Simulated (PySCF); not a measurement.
Bonding in `CC[Si@@H](S[SiH3])C(C)=O`

C4H12OSSi2.
SMILES with atom numbers: `[CH3:1][CH2:2][Si@@H:3]([S:4][SiH3:5])[C:6]([CH3:7])=[O:8]` (hydrogens: H9, H10, H11 on C1; H12, H13 on C2; H14 on Si3; H15, H16, H17 on Si5; H18, H19, H20 on C7)

Geometry (GFN2-xTB, Å), atoms numbered from 1 in this order:
```
atom  x, y, z in Å
C1    -2.823   -0.349   -0.462
C2    -1.479   -0.839   -0.988
Si3   -0.082   -0.744    0.297
S4     1.493   -2.056   -0.221
Si5    3.333   -1.034    0.387
C6     0.721    1.005    0.365
C7    -0.169    2.209    0.320
O8     1.927    1.110    0.458
H9    -2.782    0.704   -0.194
H10   -3.597   -0.476   -1.216
H11   -3.115   -0.912    0.421
H12   -1.216   -0.279   -1.888
H13   -1.578   -1.880   -1.296
H14   -0.583   -0.985    1.655
H15    3.202   -0.613    1.769
H16    3.737   -0.121   -0.665
H17    4.214   -2.204    0.343
H18   -0.908    2.132    1.115
H19   -0.701    2.213   -0.630
H20    0.400    3.130    0.426
```

Bond orders from the PBE0/pcSseg-1 density (PySCF). One conformer (not necessarily the lowest) at the GFN2-xTB geometry, without solvent, vibrations or thermal averaging.

Problem. How far do the computed orders between heavy atoms stray from the drawn ones?

Solution. The largest departure is 0.209, at Si3–C6 (drawn single, 0.791). Drawn single, order below 0.88: S4–Si5 (0.861) and Si3–C6 (0.791).

Problem. Set the Mayer orders of the bonds beside their lengths.

Solution. 
| bond | drawn as | length (Å) | Mayer order |
| --- | --- | --- | --- |
| C1–C2 | single | 1.524 | 1.047 |
| C2–Si3 | single | 1.900 | 0.907 |
| Si3–S4 | single | 2.114 | 1.045 |
| S4–Si5 | single | 2.190 | 0.861 |
| Si3–C6 | single | 1.926 | 0.791 |
| C6–C7 | single | 1.498 | 0.995 |
| C6–O8 | double | 1.214 | 1.869 |
| C1–H9 | single | 1.087 | 0.964 |
| C1–H10 | single | 1.088 | 0.966 |
| C1–H11 | single | 1.087 | 0.965 |
| C2–H12 | single | 1.092 | 0.940 |
| C2–H13 | single | 1.090 | 0.945 |
| Si3–H14 | single | 1.468 | 0.917 |
| Si5–H15 | single | 1.451 | 0.930 |
| Si5–H16 | single | 1.450 | 0.927 |
| Si5–H17 | single | 1.465 | 0.911 |
| C7–H18 | single | 1.088 | 0.936 |
| C7–H19 | single | 1.088 | 0.934 |
| C7–H20 | single | 1.088 | 0.952 |

By pair of heavy elements: C–C: lowest C6–C7 (0.995, 1.498 Å), highest C1–C2 (1.047, 1.524 Å); in 1 of the 1 pairs the longer bond (by over 0.003 Å) has the higher order (by 0.02 or more). C–Si: lowest Si3–C6 (0.791, 1.926 Å), highest C2–Si3 (0.907, 1.900 Å). S–Si: lowest S4–Si5 (0.861, 2.190 Å), highest Si3–S4 (1.045, 2.114 Å).

Problem. Sum the orders of all bonds at each heavy atom with more than one neighbour and set the sums beside the valence in the SMILES.

Solution. C1 3.942 (drawn 4), C2 3.839 (drawn 4), Si3 3.660 (drawn 4), S4 1.906 (drawn 2), Si5 3.629 (drawn 4), C6 3.655 (drawn 4), C7 3.817 (drawn 4). Orders between atoms that aren't bonded are not in these sums.

The Mayer order sums products of elements of PS (density times overlap matrix) between the two atoms' basis functions, so it depends on the basis set.
